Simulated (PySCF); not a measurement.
Species: C₄H₁₀N₂OSi₂.
Atom-mapped SMILES: `[NH2:1][Si@H:2]([O:3][SiH3:4])[n:5]1[cH:6][cH:7][cH:8][cH:9]1` (hydrogens: H10, H11 on N1; H12 on Si2; H13, H14, H15 on Si4; H16 on C6; H17 on C7; H18 on C8; H19 on C9)

A GFN2-xTB structure was refined with PBE0-D3(BJ)/def2-SVP geometry optimisation, gas phase in PySCF. Its GFN2-xTB values:

| coordinate | GFN2-xTB |
| --- | --- |
| N1–Si2 | 1.696 Å |
| N1–H10 | 1.037 Å |
| Si2–O3 | 1.617 Å |
| Si2–N5 | 1.747 Å |
| Si2–H12 | 1.452 Å |
| O3–Si4 | 1.597 Å |
| Si4–H13 | 1.448 Å |
| N5–C6 | 1.370 Å |
| C6–C7 | 1.376 Å |
| C6–H16 | 1.075 Å |
| C7–C8 | 1.404 Å |
| C7–H17 | 1.068 Å |
| N1–Si2–O3 | 108.5° |
| N1–Si2–N5 | 105.2° |
| Si2–O3–Si4 | 156.1° |
| Si2–N5–C6 | 125.4° |
| O3–Si2–N5 | 110.8° |
| N5–C6–C7 | 109.7° |
| C6–N5–C9 | 107.2° |
| C6–C7–C8 | 106.6° |
| N1–Si2–O3–Si4 | -80° |
| N1–Si2–N5–C6 | -56° |

Question: How do these coordinates change at the PBE0-D3(BJ)/def2-SVP level?

Answer: 
| coordinate | PBE0-D3(BJ)/def2-SVP (Å or °) | change |
| --- | --- | --- |
| O3–Si4 | 1.660 | +0.063 |
| Si4–H13 | 1.492 | +0.044 |
| Si2–O3 | 1.653 | +0.036 |
| Si2–H12 | 1.480 | +0.028 |
| N1–H10 | 1.012 | -0.025 |
| C7–C8 | 1.425 | +0.021 |
| C7–H17 | 1.089 | +0.021 |
| Si2–N5 | 1.766 | +0.019 |
| C6–H16 | 1.088 | +0.013 |
| N5–C6 | 1.381 | +0.011 |
| N1–Si2 | 1.706 | +0.010 |
| C6–C7 | 1.374 | -0.002 |
| Si2–O3–Si4 | 144.0 | -12.1 |
| N1–Si2–O3 | 117.6 | +9.1 |
| O3–Si2–N5 | 104.8 | -6.0 |
| N5–C6–C7 | 108.9 | -0.8 |
| C6–N5–C9 | 107.9 | +0.7 |
| C6–C7–C8 | 107.1 | +0.5 |
| N1–Si2–N5 | 105.7 | +0.5 |
| Si2–N5–C6 | 125.8 | +0.4 |
| N1–Si2–O3–Si4 | -48 | +32 |
| N1–Si2–N5–C6 | -34 | +22 |

The energy falls by 10.4 kcal/mol over 21 energy and gradient evaluations, the largest force component goes from 0.0378 to 2.8e-04 Eh/bohr, and the atoms move by 0.579 Å rms after alignment. The bond that changes most is O3–Si4 (siloxane oxygen to oxygen-bound silicon), which lengthens by 0.063 Å. Bonds longer at the end by more than 0.005 Å: 15 of 19; shorter: 2. Among the dihedrals that turn most is H11–N1–Si2–O3, from 166° to 68°. Rotational constants go from 2011, 803.3, 611.8 to 1874, 818.3, 627.5 MHz.

The run used 184 basis functions and 155 SCF cycles in all.

Not checked by PBE0-D3(BJ)/def2-SVP frequencies. The numbers are those of one conformer.
